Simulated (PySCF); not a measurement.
# Working out the ionisation energy of Kr⁺

Kr⁺ [Ar] 3d10 4s2 4p5 (2P) → Kr²⁺ [Ar] 3d10 4s2 4p4 (3P). Calculation: PySCF 2.14, in x2c-TZVPPall with one added diffuse shell each of s, p, d type (7s6p5d1f, 57 functions); the spin-free X2C one-electron Hamiltonian (Gaussian nucleus). Frozen: [Ne]. Energies in hartree (1 hartree = 27.21139 eV):

| part | Kr⁺ (lower) | Kr²⁺ (upper) |
| --- | --- | --- |
| UHF | -2787.700038 | -2786.846091 |
| CCSD correlation | -0.322380 | -0.291035 |
| (T) | -0.007530 | -0.006287 |

Q: What does Hartree-Fock give?

A: (-2786.846091) − (-2787.700038) = 0.853947 hartree = 23.237 eV.

Q: What do CCSD and CCSD(T) give?

A: The CCSD correlation energies differ by 0.031345 hartree = 0.853 eV and the triples by 0.001243 hartree = 0.034 eV, so CCSD gives 24.090 eV and CCSD(T) 24.124 eV.

A first-order spin-orbit estimate adds -0.024 eV to CCSD(T) (valence and next inner shell), giving 24.100 eV against 24.360 eV (measured; NIST Atomic Spectra Database, ionization energies).

What remains against the reference includes basis incompleteness, the frozen core and higher excitations.
